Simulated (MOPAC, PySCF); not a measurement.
H2AlFO2, SMILES `[OH][Al]([OH])[F]` (H–O–Al–F torsion 180°, F–Al–O–H torsion 0°), neutral singlet in the gas phase. 

Cartesian coordinates (Å):
```xyz
6

O      1.6544    -0.0875    -0.0120
Al     0.0412     0.3806     0.0152
O     -1.2005    -0.7560    -0.0245
F     -0.2922     1.9871     0.0819
H      1.9235    -1.0036    -0.0504
H     -2.1264    -0.5206    -0.0102
```
Charge 0, multiplicity 1.

All levels are single points at this geometry (PBE0-D3(BJ)/def2-TZVP); Pople sets use spherical d functions. Orbital energies aren't observables, and empty levels follow the basis.

PBE-D3(BJ)/def2-TZVP in PySCF gives gap (eV) = 6.02.

Q: Estimate the gap (eV) from each of these levels: PBE0-D3(BJ)/def2-TZVP in PySCF; ωB97X-D3(BJ)/def2-TZVP in PySCF; B3LYP/6-31G* in PySCF; B3LYP/LANL2DZ in PySCF; BP86/6-31G* in PySCF; M06-2X/6-31G* in PySCF; PBE/6-31G* in PySCF; SVWN5/6-31G* in PySCF; HF/3-21G in PySCF; HF/STO-3G in PySCF; PM3 in MOPAC; PM7 in MOPAC.

A: 
```json
[
 {"level": "PBE0-D3(BJ)/def2-TZVP in PySCF", "gap (eV)": "8.62"},
 {"level": "ωB97X-D3(BJ)/def2-TZVP in PySCF", "gap (eV)": "13.17"},
 {"level": "B3LYP/6-31G* in PySCF", "gap (eV)": "7.78"},
 {"level": "B3LYP/LANL2DZ in PySCF", "gap (eV)": "7.94"},
 {"level": "BP86/6-31G* in PySCF", "gap (eV)": "5.94"},
 {"level": "M06-2X/6-31G* in PySCF", "gap (eV)": "10.85"},
 {"level": "PBE/6-31G* in PySCF", "gap (eV)": "5.77"},
 {"level": "SVWN5/6-31G* in PySCF", "gap (eV)": "5.77"},
 {"level": "HF/3-21G in PySCF", "gap (eV)": "15.95"},
 {"level": "HF/STO-3G in PySCF", "gap (eV)": "19.53"},
 {"level": "PM3 in MOPAC", "gap (eV)": "10.37"},
 {"level": "PM7 in MOPAC", "gap (eV)": "14.88"}
]
```
